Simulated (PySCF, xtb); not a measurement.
germyloxygermane (Ge₂H₆O), SMILES [GeH3][O][GeH3].

GFN2-xTB run with xtb 6.7.1 at its own geometry gives an orbital gap of 7.02 eV and a dipole moment of 0.87 D.

Coordinates come from a PBE0-D3(BJ)/def2-SVP optimisation.

Task: What does PBE/def2-TZVP (PySCF) give? (An estimate is asked for; the answer gives what the named calculation found.)

Result: gap 5.57 eV (levels -6.70 and -1.13 eV), dipole 0.73 D.
